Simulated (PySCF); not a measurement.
C3H5NOSi, SMILES O[Si@H]1C=CN=C1. Heavy atoms are numbered as in [OH:1][Si@H:2]1[CH:3]=[CH:4][N:5]=[CH:6]1. Hydrogens are named by the atom that carries them.

Coordinates come from a ωB97X-D3(BJ)/def2-SVP optimisation. The structure was generated by enumeration; whether it is a known compound was not checked. Other conformers were not sampled.

The numbers are results of PBE0/pcSseg-1 in PySCF, not measurements.

GIAO shieldings, no solvent; atoms alike by connectivity are averaged. δ = σ(ref) − σ: ¹⁷O against H2O (σ = 334.2 ppm); ²⁹Si against TMS (σ = 352.7 ppm); ¹³C against TMS (σ = 186.3 ppm); ¹⁵N against NH3 (σ = 267.4 ppm); ¹H against TMS (σ = 31.56 ppm), references at their B3LYP-D3(BJ)/def2-TZVP geometries, non-relativistic.

```json
[
 {"nucleus": "¹⁷O", "atoms": "O1 (OH)", "count": "1", "δ (ppm)": "12.8"},
 {"nucleus": "²⁹Si", "atoms": "Si2 (SiH)", "count": "1", "δ (ppm)": "-11.2"},
 {"nucleus": "¹³C", "atoms": "C6 (CH)", "count": "1", "δ (ppm)": "191.0"},
 {"nucleus": "¹³C", "atoms": "C4 (CH)", "count": "1", "δ (ppm)": "171.4"},
 {"nucleus": "¹³C", "atoms": "C3 (CH)", "count": "1", "δ (ppm)": "115.6"},
 {"nucleus": "¹⁵N", "atoms": "N5", "count": "1", "δ (ppm)": "462.0"},
 {"nucleus": "¹H", "atoms": "H on C6", "count": "1", "δ (ppm)": "8.99"},
 {"nucleus": "¹H", "atoms": "H on C4", "count": "1", "δ (ppm)": "8.35"},
 {"nucleus": "¹H", "atoms": "H on C3", "count": "1", "δ (ppm)": "5.67"},
 {"nucleus": "¹H", "atoms": "H on Si2", "count": "1", "δ (ppm)": "5.26"},
 {"nucleus": "¹H", "atoms": "H on O1", "count": "1", "δ (ppm)": "1.12"}
]
```
